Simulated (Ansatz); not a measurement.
Ge₃F₆⁺ (the lowest doublet isomer of a short search), 9 atoms. Hardware: 4 threads of Intel Xeon 6975P-C on a shared host.

Correlated methods freeze 33 core orbitals; core or outer-core shells of Ge are correlated, in sets that lack core-valence functions.

How many basis functions does each of these Ansatz runs have, and roughly what does it cost? PBE0-D4/def2-SVP, charge 1 doublet, energy, from earlier orbitals; MP2/def2-SVP, charge 1 doublet, energy, from earlier orbitals; PBE0-D4/def2-TZVP, charge 0 singlet at the geometry of the charge 1 doublet, energy; PBE0-D4/def2-TZVP, charge 0 triplet at the geometry of the charge 1 doublet, energy; PBE-QIDH/def2-TZVP, charge 0 triplet at the geometry of the charge 1 doublet, energy, from earlier orbitals; PBE-QIDH/def2-TZVP, charge 0 singlet at the geometry of the charge 1 doublet, energy, from earlier orbitals; PBE-D4/def2-TZVP, charge 1 doublet, energy and forces, from earlier orbitals; PBE-D4/def2-SVP, charge 1 doublet, energy, from earlier orbitals; PBE-D4/def2-TZVP, charge 0 triplet at the geometry of the charge 1 doublet, energy, from earlier orbitals; B2PLYP/def2-TZVP, charge 1 doublet, energy, from earlier orbitals; PBE-D4/def2-TZVP, charge 0 singlet at the geometry of the charge 1 doublet, energy, from earlier orbitals; r2SCAN-D4/def2-TZVP, charge 1 doublet, energy, from earlier orbitals.

Other jobs shared the machine, so times can vary by a factor of up to 3. A dash marks memory too small to be measured apart from the calling script's.

```csv
run,functions,fitting or Cholesky vectors,wall time,peak host memory (GiB)
"PBE-D4/def2-SVP, charge 1 doublet, energy, from earlier orbitals",180,1941,2.5 s,–
"PBE-D4/def2-TZVP, charge 0 singlet at the geometry of the charge 1 doublet, energy, from earlier orbitals",330,2010,3.5 s,0.7
"PBE0-D4/def2-SVP, charge 1 doublet, energy, from earlier orbitals",180,1707,5.5 s,0.97
"MP2/def2-SVP, charge 1 doublet, energy, from earlier orbitals",180,1707,6.5 s,0.85
"PBE0-D4/def2-TZVP, charge 0 singlet at the geometry of the charge 1 doublet, energy",330,2139,8.5 s,2.1
"PBE-D4/def2-TZVP, charge 0 triplet at the geometry of the charge 1 doublet, energy, from earlier orbitals",330,2010,8.5 s,0.82
"PBE-D4/def2-TZVP, charge 1 doublet, energy and forces, from earlier orbitals",330,2010,8.5 s,0.79
"r2SCAN-D4/def2-TZVP, charge 1 doublet, energy, from earlier orbitals",330,2010,12 s,0.9
"PBE-QIDH/def2-TZVP, charge 0 singlet at the geometry of the charge 1 doublet, energy, from earlier orbitals",330,2224,16 s,1.5
"B2PLYP/def2-TZVP, charge 1 doublet, energy, from earlier orbitals",330,2224,23 s,1.9
"PBE0-D4/def2-TZVP, charge 0 triplet at the geometry of the charge 1 doublet, energy",330,2139,39 s,2.4
"PBE-QIDH/def2-TZVP, charge 0 triplet at the geometry of the charge 1 doublet, energy, from earlier orbitals",330,2224,45 s,2.2
```
